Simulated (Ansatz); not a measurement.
Basis sets compared for Sn₂Ge⁺ (the lowest doublet isomer of a short search). Total charge 1; doublet. Geometry PBE0-D4/def2-TZVP. Ansatz on 4 threads of Arm Neoverse V2 on a shared host; times are rough, and most runs start from earlier orbitals.

```xyz
3

Ge    1.096   -0.310   -0.264
Sn   -0.291    1.805   -0.743
Sn   -0.805   -1.495    1.007
```

In the def2 sets Sn takes a core potential; there is no spin–orbit coupling. The structure comes from a short search, and lower isomers may exist.

```json
{"level": "PBE-D4/def2-SVP", "functions": "84", "energy (Eh)": "-2504.7967", "HOMO (eV)": "-9.87", "LUMO (eV)": "-9.56", "wall time": "1.1 s"}
{"level": "PBE0-D4/def2-SVP", "functions": "84", "energy (Eh)": "-2504.8502", "HOMO (eV)": "-10.62", "LUMO (eV)": "-8.75", "wall time": "2.1 s"}
```

Question: Estimate the rows for PBE-D4/def2-TZVP (with forces), PBE0-D4/def2-TZVP.

Answer: 
```csv
level,functions,energy (Eh),HOMO (eV),LUMO (eV),wall time
PBE-D4/def2-TZVP (with forces),148,-2505.0715,-9.81,-9.49,2.8 s
PBE0-D4/def2-TZVP,148,-2505.1238,-10.56,-8.67,5.5 s
```
